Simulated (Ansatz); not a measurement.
Ansatz results at the PBE0-D4/def2-TZVP geometry: size of the dipole moment (PBE/def2-TZVPP) 1.34 D; HOMO energy (B3LYP/def2-TZVPP) -6.02 eV; HOMO–LUMO gap (ωB97M-V/def2-TZVPP) 10.87 eV.

Each molecule was computed in one conformer, which needn't be the lowest.

Which molecule gave them?
A. `C[SiH2][Al]([F])[SiH3]`
B. `CSC(C)N`
C. `Cl[B]1[NH][GaH]1`
D. `FC[CH](F)[GeH3]`

B. The others give `FC[CH](F)[GeH3]`: 2.21, -8.43, 13.05; `C[SiH2][Al]([F])[SiH3]`: 2.00, -6.89, 8.62; `Cl[B]1[NH][GaH]1`: 1.67, -6.60, 9.14.

B3LYP here is the variant with VWN-RPA as its local correlation; programs differ in this.
